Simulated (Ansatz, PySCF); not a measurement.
Species: sum formula HGeO2 (charge +1, singlet). It need not be the lowest isomer of its formula. 
Geometry from a B3LYP-D3(BJ)/def2-TZVP (Ansatz, an electronic-structure program) optimisation:
SMILES: [O]=[Ge]=[OH+]
```xyz
4

Ge    -0.0372    -0.0289     0.0435
O      1.2372     0.2950    -1.0149
O     -1.3353    -0.1365     0.9775
H      1.9755    -0.3427    -1.0931
```
Charge +1, spin multiplicity 1.

Total electronic energies in hartree. Valence correlation only, unless marked. No spin-orbit coupling. The frozen core is the preceding noble-gas configuration, with the filled d and f shells of earlier blocks. No relativistic terms. CBS marks a two-point X^-3 extrapolation of the correlation energy; Hartree-Fock from the larger set.

The T1 diagnostic of CCSD in the largest basis is 0.027, which is high, so the coupled-cluster rows are less sure than usual.

```json
[
 {"level": "HF/STO-3G", "program": "Ansatz", "energy (Eh)": "-2199.73121"},
 {"level": "HF/cc-pVQZ", "program": "Ansatz", "energy (Eh)": "-2225.42609"},
 {"level": "HF-D3(BJ)/def2-TZVPD", "program": "PySCF + dftd3", "energy (Eh)": "-2225.39828"},
 {"level": "PBE/def2-TZVPD", "program": "Ansatz", "energy (Eh)": "-2227.30352"},
 {"level": "BLYP-D4/def2-TZVPD", "program": "Ansatz + dftd4", "energy (Eh)": "-2227.82277"},
 {"level": "BLYP/def2-TZVPD", "program": "Ansatz", "energy (Eh)": "-2227.81869"},
 {"level": "BP86-D3(BJ)/def2-TZVPD", "program": "PySCF + dftd3", "energy (Eh)": "-2228.03712"},
 {"level": "BP86-D4/def2-TZVPD", "program": "PySCF + dftd4", "energy (Eh)": "-2228.03633"},
 {"level": "TPSS-D4/def2-TZVPD", "program": "PySCF + dftd4", "energy (Eh)": "-2227.75661"},
 {"level": "B3LYP-D3(BJ)/def2-TZVPD", "program": "Ansatz + dftd3", "energy (Eh)": "-2227.80251"},
 {"level": "B3LYP-D4/def2-TZVPD", "program": "Ansatz + dftd4", "energy (Eh)": "-2227.80201"},
 {"level": "PBE0-D4/def2-TZVPD", "program": "Ansatz + dftd4", "energy (Eh)": "-2227.33379"},
 {"level": "BHLYP-D4/def2-TZVPD", "program": "Ansatz + dftd4", "energy (Eh)": "-2227.65113"},
 {"level": "r2SCANh/def2-TZVPD", "program": "Ansatz", "energy (Eh)": "-2227.65310"},
 {"level": "PW6B95-D3(BJ)/def2-TZVPD", "program": "PySCF + dftd3", "energy (Eh)": "-2228.91513"},
 {"level": "MN15-D3(BJ)/def2-TZVPD", "program": "PySCF + dftd3", "energy (Eh)": "-2227.91796"},
 {"level": "wB97M-V/def2-TZVPD", "program": "Ansatz", "energy (Eh)": "-2227.60047"},
 {"level": "B2PLYP/def2-TZVPD", "program": "Ansatz", "energy (Eh)": "-2227.26448"},
 {"level": "RI-MP2/cc-pVTZ", "program": "Ansatz", "energy (Eh)": "-2225.99962"},
 {"level": "CCSD/6-31G*", "program": "Ansatz", "energy (Eh)": "-2225.45969"},
 {"level": "CCSD/cc-pVQZ", "program": "Ansatz", "energy (Eh)": "-2226.03922"},
 {"level": "CCSD(T)/6-31G", "program": "Ansatz", "energy (Eh)": "-2225.23227"},
 {"level": "CCSD(T)/CBS(cc-pVTZ,cc-pVQZ)", "program": "Ansatz", "energy (Eh)": "-2226.1006"}
]
```

Totals of different functionals don't rank their quality; only differences between species are comparable.
